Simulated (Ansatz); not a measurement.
C4H10Be, triplet, at a GFN2-xTB geometry (such geometries of metal compounds can be far from the true shape) (a higher spin typed on purpose: for a closed-shell molecule this is an excited state). Base run: PBE0/def2-SV(P) (Ansatz, an electronic-structure program).

The Ansatz input:
Ansatz 0.2 input:
```yaml
crystal:
  periodic: [false, false, false]
  atoms:
    - {symbol: Be, position_ang: [-1.04373259, -0.71525915, 0.89906567]}
    - {symbol: C, position_ang: [0.79868441, -0.55789319, 1.03037466]}
    - {symbol: C, position_ang: [1.32878300, -1.43185965, -0.07478483]}
    - {symbol: H, position_ang: [1.03780163, -0.97705796, 2.00445128]}
    - {symbol: H, position_ang: [1.19751604, 0.44760552, 0.97573429]}
    - {symbol: H, position_ang: [1.09931761, -1.01697095, -1.05436762]}
    - {symbol: H, position_ang: [0.90239270, -2.43301501, -0.02073471]}
    - {symbol: H, position_ang: [2.41748330, -1.53203820, -0.00755653]}
    - {symbol: C, position_ang: [-1.35230370, 0.53856017, -0.45610426]}
    - {symbol: C, position_ang: [-0.44942395, 1.71019735, -0.74555239]}
    - {symbol: H, position_ang: [-2.35393201, 0.88736362, -0.21842887]}
    - {symbol: H, position_ang: [-1.41146337, -0.12791771, -1.31400654]}
    - {symbol: H, position_ang: [0.54331888, 1.38588560, -1.05158160]}
    - {symbol: H, position_ang: [-0.35307444, 2.35537225, 0.12661110]}
    - {symbol: H, position_ang: [-0.85886843, 2.31778126, -1.55998267]}
basis:
  gaussian:
    orbitals: def2-SV_P_.json
hamiltonian:
  xc: pbe0
magnetization: {spin_polarized: true, initial_magnetization: 2}
```
The basis file holds def2-SV(P) in the JSON format of the Basis Set Exchange.

Variants of this job, named by their change:

```
change                                                          ΔE vs base (kcal/mol)
--------------------------------------------------------------  ---------------------
base                                                                            0.000
accuracy = high                                                                 0.008
lower_state_search = off                                                        0.000
fitting.mean_field = def2-universal-JKFIT                                      -0.031
final_grid = 4, 8, 17                                                           0.335
nuclear_model = gaussian                                                        0.008
final_grid = 14, 28, 59                                                         0.001
final_grid = 10, 20, 41                                                         0.001
forces = on                                                                     0.000
lower_state_search = light                                                      0.000
point_charge = charge:0.5 position_ang:0.2628, -3.8795, 4.2381                  -2.78
```
